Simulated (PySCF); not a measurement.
Compound: pentamethylene sulfone, C₅H₁₀O₂S.
Z-matrix (Å and degrees, PBE0-D3(BJ)/def2-SVP geometry), rows numbered from 1:
```
O 
S   1  1.4595
O   2  1.4649  1  120.99
C   2  1.7940  1  109.19  3   125.21
C   4  1.5217  2  110.61  1   170.19
C   5  1.5280  4  112.79  2   -59.71
C   6  1.5280  5  113.63  4    59.62
C   7  1.5219  6  112.81  5   -59.74
H   4  1.1012  2  106.36  1    46.73
H   4  1.1007  2  104.15  1   -67.83
H   5  1.1021  4  108.18  2    62.14
H   5  1.1016  4  108.69  2   177.93
H   6  1.1009  5  109.14  4  -178.31
H   6  1.1053  5  109.23  4   -62.59
H   7  1.1021  6  109.96  5    61.09
H   7  1.1015  6  110.08  5   178.68
H   8  1.1007  2  104.12  1    67.98
H   8  1.1011  2  106.45  1   -46.64
```

NICS is the negative of the GIAO shielding at a point without a nucleus: at the ring centre (0) and 1 Å above and below it (1); zz is the component along the ring normal. Level: GIAO PBE0/pcSseg-1 (PySCF, non-relativistic, gas phase) on the PBE0-D3(BJ)/def2-SVP geometry, one conformer.

Ring bond lengths (Å), with Mayer bond orders in brackets: S2–C4 1.794 (0.87), C4–C5 1.522 (1.00), C5–C6 1.528 (1.03), C6–C7 1.528 (1.03), C7–C8 1.522 (1.00), C8–S2 1.794 (0.87).

What do the NICS probes read (ppm)?

| ring | type | NICS(0) | NICS(1), two faces | NICS(1)zz, two faces | rms pucker (Å) | centre to ring atoms, mean (Å) |
| --- | --- | --- | --- | --- | --- | --- |
| S2–C4–C5–C6–C7–C8 | 6-membered ring with S; formal bonds all single | -2.7 | -1.9 / -2.6 | 2.6 / 3.1 | 0.26 | 1.55 |

What do they say, and how far can they be read as aromaticity?

- S2–C4–C5–C6–C7–C8: mean NICS(1)zz 2.8 ppm, near zero. S2, C4, C5, C6, C7, C8 have four or more neighbours; no verdict on aromaticity is drawn.

How do the values depend on the level or the medium?

```
                            level  NICS(0), S2–C4–C5–C6–C7–C8  mean NICS(1)zz, S2–C4–C5–C6–C7–C8
               PBE0/pcSseg-1, gas                        -2.7                                2.8
            wB97X-D/pcSseg-1, gas                        -2.7                                2.8
   PBE0/pcSseg-1, IEF-PCM acetone                        -2.7                                2.9
PBE0/pcSseg-1, IEF-PCM chloroform                        -2.7                                2.9
```

The geometry is the same throughout; the continuum's cavity takes Bondi-type radii × 1.2.
